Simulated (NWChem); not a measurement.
System: AsF2, doublet; SMILES F[As]F

NWChem printed, in part:

```
             Northwest Computational Chemistry Package (NWChem) 7.3.0
             --------------------------------------------------------

 C2V symmetry detected

                             Geometry "geometry" -> ""
                             -------------------------

 Output coordinates in angstroms (scale by  1.889725989 to convert to a.u.)

  No.       Tag          Charge          X              Y              Z
 ---- ---------------- ---------- -------------- -------------- --------------
    1 F                    9.0000     1.26591862     0.00000000    -0.78513294
    2 As                  33.0000     0.00000000     0.00000000     0.42825433
    3 F                    9.0000    -1.26591862     0.00000000    -0.78513294

 Effective nuclear repulsion energy (a.u.)     196.1862943021

      Symmetry information
      --------------------

 Group name             C2v
 Group number             16
 Group order               4
 No. of unique centers     2

                                Z-matrix (autoz)
                                --------

 Units are Angstrom for bonds and degrees for angles

      Type          Name      I     J     K     L     M      Value
      ----------- --------  ----- ----- ----- ----- ----- ----------
    1 Stretch                  1     2                       1.75353
    2 Stretch                  2     3                       1.75353
    3 Bend                     1     2     3                92.42759

                           NWChem Geometry Optimization
                           ----------------------------

 maximum gradient threshold         (gmax) =   0.000450
 rms gradient threshold             (grms) =   0.000300
 maximum cartesian step threshold   (xmax) =   0.001800
 rms cartesian step threshold       (xrms) =   0.001200
 fixed trust radius                (trust) =   0.300000
 source of zmatrix                         =   autoz

          -------------------
          Energy Minimization
          -------------------

 Using diagonal initial Hessian
 Scaling for Hessian diagonals: bonds = 1.00  angles = 0.25  torsions = 0.10

          --------
          Step   0

                                 NWChem DFT Module
                                 -----------------

 Summary of "ao basis" -> "ao basis" (spherical)
 ------------------------------------------------------------------------------
       Tag                 Description            Shells   Functions and Types
 ---------------- ------------------------------  ------  ---------------------
 F                          def2-svp                 6       14   3s2p1d
 As                         def2-svp                12       32   5s4p3d

      Symmetry analysis of basis
      --------------------------

        a1         25
        a2          7
        b1         17
        b2         11

            General Information
            -------------------
          SCF calculation type: DFT
          Wavefunction type:  spin polarized.
          No. of atoms     :     3
          No. of electrons :    51
           Alpha electrons :    26
            Beta electrons :    25
          Charge           :     0
          Spin multiplicity:     2
          Use of symmetry is: on ; symmetry adaption is: on
          Maximum number of iterations: 150
          AO basis - number of functions:    60
                     number of shells:    24
          Convergence on energy requested:  1.00D-06
          Convergence on density requested:  1.00D-05
          Convergence on gradient requested:  5.00D-04

              XC Information
              --------------
                         PBE0 Method XC Functional
                     Hartree-Fock (Exact) Exchange  0.250
          PerdewBurkeErnzerhof Exchange Functional  0.750
            Perdew 1991 LDA Correlation Functional  1.000 local
           PerdewBurkeErnz. Correlation Functional  1.000 non-local

             Grid Information
             ----------------
          Grid used for XC integration:  medium
          Radial quadrature: Mura-Knowles
          Angular quadrature: Lebedev.
          Tag              B.-S. Rad. Rad. Pts. Rad. Cut. Ang. Pts.
          ---              ---------- --------- --------- ---------
          F                   0.50       49           7.0       434
          As                  1.15      112           6.0       590
          Grid pruning is: on
          Number of quadrature shells:   161
          Spatial weights used:  Erf1

      Superposition of Atomic Density Guess
      -------------------------------------

 Sum of atomic energies:       -2432.44464950

      Non-variational initial energy
      ------------------------------

 Total energy =   -2432.436861
 1-e energy   =   -3784.167116
 2-e energy   =    1155.543960
 HOMO         =      -0.115094
 LUMO         =       0.018431

   Symmetry analysis of molecular orbitals - initial alpha
   -------------------------------------------------------

  Numbering of irreducible representations:

     1 a1          2 a2          3 b1          4 b2

  Orbital symmetries:

[...]

      ----------------------
      Optimization converged
      ----------------------

  Step       Energy      Delta E   Gmax     Grms     Xrms     Xmax
  ---- ---------------- -------- -------- -------- -------- --------
@    3   -2434.67472456 -1.4D-07  0.00001  0.00001  0.00066  0.00124
                                     ok       ok       ok       ok

                                Z-matrix (autoz)
                                --------

 Units are Angstrom for bonds and degrees for angles

      Type          Name      I     J     K     L     M      Value     Gradient
      ----------- --------  ----- ----- ----- ----- ----- ---------- ----------
    1 Stretch                  1     2                       1.73923    0.00001
    2 Stretch                  2     3                       1.73923    0.00001
    3 Bend                     1     2     3                97.05271    0.00001

                         Geometry "geometry" -> "geometry"
                         ---------------------------------

 Output coordinates in angstroms (scale by  1.889725989 to convert to a.u.)

  No.       Tag          Charge          X              Y              Z
 ---- ---------------- ---------- -------------- -------------- --------------
    1 F                    9.0000     1.30313710     0.00000000    -0.76462058
    2 As                  33.0000     0.00000000     0.00000000     0.38722961
    3 F                    9.0000    -1.30313710     0.00000000    -0.76462058

 Effective nuclear repulsion energy (a.u.)     197.1762371754

      Symmetry information
      --------------------

 Group name             C2v
 Group number             16
 Group order               4
 No. of unique centers     2

                Final and change from initial internal coordinates
                --------------------------------------------------

                                Z-matrix (autoz)
                                --------

 Units are Angstrom for bonds and degrees for angles

      Type          Name      I     J     K     L     M      Value       Change
      ----------- --------  ----- ----- ----- ----- ----- ---------- ----------
    1 Stretch                  1     2                       1.73923   -0.01430
    2 Stretch                  2     3                       1.73923   -0.01430
    3 Bend                     1     2     3                97.05271    4.62511

[...]

 Rotational Constants
 --------------------
 A=   0.503986 cm-1  (  0.725108 K)
 B=   0.261260 cm-1  (  0.375886 K)
 C=   0.172064 cm-1  (  0.247556 K)

 Temperature                      =   298.15K
 frequency scaling parameter      =   1.0000

 Zero-Point correction to Energy  =    2.421 kcal/mol  (  0.003859 au)
 Thermal correction to Energy     =    4.624 kcal/mol  (  0.007369 au)
 Thermal correction to Enthalpy   =    5.216 kcal/mol  (  0.008313 au)

 Total Entropy                    =   64.660 cal/mol-K
   - Translational                =   40.062 cal/mol-K (mol. weight = 112.9184)
   - Rotational                   =   22.393 cal/mol-K (symmetry #  =        2)
   - Vibrational                  =    2.205 cal/mol-K

 Cv (constant volume heat capacity) =    9.297 cal/mol-K
   - Translational                  =    2.979 cal/mol-K
   - Rotational                     =    2.979 cal/mol-K
   - Vibrational                    =    3.338 cal/mol-K

[normal modes left out]

 ----------------------------------------------------------------------------
 Normal Eigenvalue ||           Projected Infra Red Intensities
  Mode   [cm**-1]  || [atomic units] [(debye/angs)**2] [(KM/mol)] [arbitrary]
 ------ ---------- || -------------- ----------------- ---------- -----------
    1       -0.000 ||    0.000634           0.015         0.618       0.303
    2       -0.000 ||    0.000163           0.004         0.159       0.078
    3        0.000 ||    0.002207           0.051         2.152       1.056
    4        0.000 ||    0.002239           0.052         2.183       1.071
    5        0.000 ||    0.002207           0.051         2.152       1.056
    6        0.000 ||    0.001475           0.034         1.438       0.705
    7      265.172 ||    0.009413           0.217         9.176       4.502
    8      705.550 ||    0.101142           2.333        98.599      48.369
    9      723.924 ||    0.068715           1.585        66.987      32.861
 ----------------------------------------------------------------------------
```

Level: PBE0/def2-SVP, spin-unrestricted. In the optimisation the excess spin sits in b2 (C2v, its own frame).

Q: Reconstruct the input file.

A: This is not unique; one that fits is the input that was run:
```
start job
memory heap 200 mb stack 900 mb global 1100 mb
geometry units angstroms
  F     -1.252677    -0.825367     0.016783
  As    -0.006601     0.408249     0.000084
  F      1.278605    -0.784594    -0.017111
end
basis spherical
  * library def2-svp
end
dft
  odft
  mult 2
  xc pbe0
  iterations 150
end
driver
  maxiter 120
end
task dft optimize
task dft freq
```
